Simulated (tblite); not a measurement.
Compound: C₅H₁₂O₂Si.
Cartesian coordinates in Å at the GFN2-xTB level; atoms count from 1:
```xyz
20
C5H12O2Si angstrom
O     -1.580   -0.859    1.702
Si    -1.852   -1.053    0.117
C     -0.248   -0.702   -0.874
C     -0.043    0.775   -1.218
C      0.195    1.579    0.059
C      1.343    0.952    0.849
O      1.117   -0.415    1.125
C      0.966   -1.164   -0.069
H     -0.663   -0.731    1.968
H     -2.896   -0.106   -0.270
H     -2.232   -2.445   -0.134
H     -0.263   -1.273   -1.805
H      0.828    0.882   -1.875
H     -0.912    1.165   -1.751
H      0.447    2.615   -0.176
H     -0.710    1.574    0.668
H      1.465    1.435    1.822
H      2.282    1.058    0.282
H      1.887   -1.072   -0.669
H      0.863   -2.205    0.246
```

All values are computed: GFN2-xTB (tblite) harmonic vibrations without scaling, gas phase. This tight-binding method is rough: wavenumbers can miss measured ones by several per cent, in bad cases by 10 to 20. Modes of hydrogen on silicon can be 10 to 20 % off. One conformer, not necessarily the lowest.

Harmonic wavenumbers (cm⁻¹): 64.2, 140.9, 197.9, 201.3, 287.4, 309.5, 407.1, 422.4, 451.5, 498.7, 545.3, 608.1, 625.5, 686.3, 747.6, 793.2, 871.9, 889.0, 900.2, 910.2, 928.1, 941.7, 951.4, 1024.1, 1068.6, 1081.8, 1109.6, 1136.0, 1162.8, 1178.2, 1219.6, 1273.3, 1274.2, 1291.1, 1325.3, 1335.0, 1347.8, 1355.5, 1469.5, 1479.6, 1482.4, 1501.7, 2247.3, 2277.3, 2840.9, 2858.0, 2927.0, 2955.7, 2972.2, 2973.5, 2980.2, 2984.5, 2997.2, 3456.2.

A = 2498, B = 1479, C = 1341 MHz; mass 132.061 u (most abundant isotopes); point group C1, symmetry number 1.

Task: What is the zero-point energy?

Result: ½Σν̃ = 35983 cm⁻¹ = 102.88 kcal/mol.

Task: What is S at 273.15 K and 1 bar for an ideal gas of classical rigid rotors and harmonic oscillators?

Result: Translation 40.14, rotation 28.30, vibration 18.96: S = 87.4 cal/(mol K).

Task: And Cp and H(273.15 K) − H(0)?

Result: Cp = 33.61 cal/(mol K), of which vibrations give 25.66 (their classical limit is 54 R = 107.3); H(273.15 K) − H(0) = 5.22 kcal/mol without the zero-point energy, 3.05 from vibrations.

Task: How do the functions run with temperature in this model?

Result: 
```
 T (K)  S (cal/(mol K))  Cp (cal/(mol K))  H − H(0) (kcal/mol)  G − H(0) (kcal/mol)  ln q(vib)
   150             71.9              19.9                 1.95                -8.83       1.59
   250             84.5              30.9                 4.48               -16.66       3.45
298.15             90.5              36.6                 6.10               -20.88       4.44
   400            102.9              48.1                10.42               -30.72       6.69
   600            126.0              65.8                21.93               -53.64      11.40
   900            156.0              82.3                44.36               -96.08      18.51
```

q(vib) and H(0) count from the zero-point level.

Task: What must be added to the electronic energy to get the Gibbs energy at 273.15 K and 1 bar?

Result: ZPE + [H(273.15 K) − H(0)] − T·S = 102.88 + 5.22 − 23.87 = 84.23 kcal/mol.

Task: Blend soft modes into free rotors: weight 1/[1 + (100 cm⁻¹/ν̃)⁴] for the oscillator and the rest for a rotor with moment μB/(μ + B), μ = h/(8π²ν), B = 10⁻⁴⁴ kg m². What vibrational entropy results?

Result: 18.15 cal/(mol K) in place of 18.96, which changes −T·S at 273.15 K by +0.22 kcal/mol.

Task: Which modes carry the vibrational entropy at 273.15 K?

Result: 64.2 cm⁻¹: 4.15; 140.9 cm⁻¹: 2.62; 197.9 cm⁻¹: 1.99; 201.3 cm⁻¹: 1.96; 287.4 cm⁻¹: 1.34; 309.5 cm⁻¹: 1.22 cal/(mol K); the other 48 give 5.67 together.

Hindered rotation and anharmonicity are outside this model. Other conformers, if any are populated, would add a mixing term that is left out. The structure is chiral; the term R ln 2 for an equal mix with its mirror image is left out.
